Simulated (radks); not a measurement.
Spherical quantum dot in the effective-mass picture: electrons in a hard-walled sphere of radius 1.34, all in effective atomic units (hartree* = m*/eps^2 hartree, bohr* = eps/m* bohr), one dielectric constant everywhere. Method: non-relativistic Kohn-Sham, PBEsol, spin-polarised, spherical densities; computed with a radial shooting solver with Libxc functionals. Levels are named by radial order and angular momentum (1s, 1p, 1d, 2s, ...), and open shells are averaged over m. Results are scaled to m* = 0.105 and eps = 8, for which hartree* = 44.64 meV and bohr* = 4.032 nm. Each electron was tried in the lowest free levels, single moves between levels near the top were tried too, and the lowest total energy was kept; such a search can miss a lower state. At N = 1 the Hartree and exchange-correlation terms need not cancel, so that row can carry a self-interaction error.

N                         open shells  2S  E (meV)  mu = E(N) - E(N-1) (meV)  addition energy mu(N+1) - mu(N) (meV)  e(HOMO) (meV)
1                    1s(up 1, down 0)   1  124.123                    124.12                                  56.45         145.22
2                                none   0  304.692                    180.57                                  163.7         201.78
3                    1p(up 1, down 0)   1  648.914                    344.22                                  42.83         365.25
4                    1p(up 2, down 0)   2  1035.97                    387.05                                  44.30         409.07
5                    1p(up 3, down 0)   3  1467.32                    431.35                                  58.67         453.72
6                    1p(up 3, down 1)   2  1957.34                    490.02                                  42.10         510.72
7                    1p(up 3, down 2)   1  2489.46                    532.12                                  43.47         553.73
8                                none   0  3065.06                    575.60                                  190.4         597.56
9                    1d(up 1, down 0)   1  3831.08                    766.02                                  41.71         786.80
10                   1d(up 2, down 0)   2  4638.81                    807.73                                  42.05         828.71
11                   1d(up 3, down 0)   3  5488.58                    849.78                                  42.26         870.88
12                   1d(up 4, down 0)   4  6380.62                    892.04                                  42.39         913.22
13                   1d(up 5, down 0)   5  7315.05                    934.43                                  55.25         955.65
14                   1d(up 5, down 1)   4  8304.73                    989.68                                  41.20         1010.2
15                   1d(up 5, down 2)   3  9335.61                    1030.9                                  41.54         1051.6
16                   1d(up 5, down 3)   2  10408.0                    1072.4                                  41.75         1093.3
17                   1d(up 5, down 4)   1  11522.2                    1114.2                                  41.89         1135.1
18                               none   0  12678.3                    1156.1                                  184.9         1177.0
19                   2s(up 1, down 0)   1  14019.3                    1341.0                                  63.41         1367.4
20                               none   0  15423.7                    1404.4                                  56.03         1430.5
21                   1f(up 1, down 0)   1  16884.1                    1460.4                                  40.64         1480.7
22                   1f(up 2, down 0)   2  18385.2                    1501.1                                  40.73         1521.4
23                   1f(up 3, down 0)   3  19927.0                    1541.8                                  38.86         1563.2
24  2s(up 1, down 0) 1f(up 5, down 0)   6  21507.6                    1580.7                                  39.60         1599.8
25  2s(up 1, down 0) 1f(up 6, down 0)   7  23127.9                    1620.3                                  40.95         1640.7
26  2s(up 1, down 0) 1f(up 7, down 0)   8  24789.1                    1661.2                                  52.18         1681.7
27                   1f(up 7, down 0)   7  26502.5                    1713.4                                  42.62         1739.4
28  2s(up 1, down 0) 1f(up 7, down 2)   6  28258.6                    1756.0                                  39.20         1775.0
29  2s(up 1, down 0) 1f(up 7, down 3)   5  30053.8                    1795.2                                  40.46         1815.4
30  2s(up 1, down 0) 1f(up 7, down 4)   4  31889.5                    1835.7                                  40.52         1855.9
31  2s(up 1, down 0) 1f(up 7, down 5)   3  33765.7                    1876.2                                  40.56         1896.5
32  2s(up 1, down 0) 1f(up 7, down 6)   2  35682.4                    1916.8                                  40.60         1937.1
33                   2s(up 1, down 0)   1  37639.8                    1957.4                                  57.96         1977.8
34                               none   0  39655.1                    2015.3                                  227.0         2041.3
35                   1g(up 1, down 0)   1  41897.4                    2242.3                                  39.80         2262.2
36                   1g(up 2, down 0)   2  44179.6                    2282.1                                  39.84         2302.0
37                   1g(up 3, down 0)   3  46501.5                    2322.0                                  39.86         2341.9
38                   1g(up 4, down 0)   4  48863.4                    2361.8                                  39.88         2381.8
39                   1g(up 5, down 0)   5  51265.1                    2401.7                                  39.90         2421.7
40                   1g(up 6, down 0)   6  53706.7                    2441.6                                      -         2461.6

All shells are closed at N = 2, 8, 18, 20, 34 (there: 1s2 1p6 1d10 2s2 1f14); the second difference of the energy has clear peaks (12 % above both neighbours; the first and last values, which can be the largest, are not judged, and half-filled shells can peak too) at N = 2, 5, 8, 13, 18, 26, 34.
